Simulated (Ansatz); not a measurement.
Harmonic frequencies (cm⁻¹) at PBE0-D4/def2-TZVP from Ansatz: 98, 124, 131, 164, 166, 169, 173, 394, 428, 434, 624, 747, 818, 820, 1262, 1442, 1444, 2703, 3071, 3172, 3177.

Each molecule was computed in one conformer, which needn't be the lowest.

Q: Which molecule is it?
A. `C[Se][GeH3]`
B. `[CH3][Ge]([SH])([Cl])[Cl]`
C. `[F][GeH]([F])[GeH3]`
D. `F[C](F)(F)[GeH3]`

A: B.
